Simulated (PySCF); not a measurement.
C2H5Se, SMILES [CH2][Se]C, multiplicity 2.

Geometry optimised at B3LYP-D3(BJ)/def2-SVP. The isomer is the one that the SMILES or the coordinates give; other isomers of the formula were not compared.

Two levels are set side by side: PBE/def2-TZVPD (PySCF) and PBE0/def2-TZVPD (PySCF). Same geometry, gas phase. Differences are taken from unrounded values.

```json
[
 {"quantity": "α-spin orbital gap (eV)", "PBE0": "5.00", "PBE": "2.97", "PBE minus PBE0": "-2.02"},
 {"quantity": "β-spin orbital gap (eV)", "PBE0": "5.70", "PBE": "3.67", "PBE minus PBE0": "-2.03"},
 {"quantity": "dipole moment (D)", "PBE0": "1.33", "PBE": "1.32", "PBE minus PBE0": "-0.01"},
 {"quantity": "mean polarisability (bohr³)", "PBE0": "57.3", "PBE": "59.5", "PBE minus PBE0": "2.2"}
]
```

PBE's more diffuse valence density responds more strongly to a field. Differences between two approximate levels are no errors against the true value.

Rough cost on one machine, each run with all the roots and properties that it gave: PBE0 against PBE within a factor of 2.
